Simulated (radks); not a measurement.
The numbers below are computed, except where a source is named.
The potassium ion K12+, configuration 1s1 2s2 2p3 3d1 (not the ground configuration).

Level of theory: non-relativistic Kohn-Sham, exchange-only LDA, spin-polarised, spherical densities, point nucleus; open shells are filled with parallel spins first (a radial shooting solver on a logarithmic mesh with Libxc functionals).

Energy parts (hartree):
| part | energy |
|---|---|
| total | -367.61381 |
| kinetic | 367.61381 |
| electron-nucleus | -789.80403 |
| Hartree | 70.68442 |
| exchange | -16.10801 |

Orbitals (lengths in bohr, moments of r in powers of bohr; <r^-3> diverges for s and p1/2; r(max) is where P^2 peaks; r(90%) holds 90 % of the orbital's charge):
orbital  occ.  eigenvalue (hartree)  r(90%)  <r^-3>   r(max)
1s up       1             -154.9161   0.142       -  0.05292
1s down     0             -150.1511   0.144       -  0.05317
2s up       1             -28.78451   0.536       -   0.2957
2s down     1             -27.64535   0.546       -   0.3006
2p up       3             -27.18820   0.485   216.3   0.2325
2p down     0             -25.78850   0.499   199.4   0.2395
3d up       1              -9.38817    1.14   7.549   0.6323
3d down     0              -8.91519    1.17   7.063   0.6441

The highest occupied level is 3d up at -255.47 eV. The configuration is held as typed, so some empty levels lie below it. Spin moment in Bohr magnetons: 5. Virial ratio -V/T = 2.00000. The electron density at the nucleus is 2572 e/bohr^3. The spin density at the nucleus is 2155 e/bohr^3 (1s 2146, 2s 9), a Fermi contact field of 1.13e+05 T. Summed over all electrons, <r^2> = 1.271 bohr^2, which gives a Langevin (diamagnetic) susceptibility term of -1.01 x 10^-6 cm^3/mol. The density falls to 0.001 e/bohr^3 at r = 1.68 bohr.
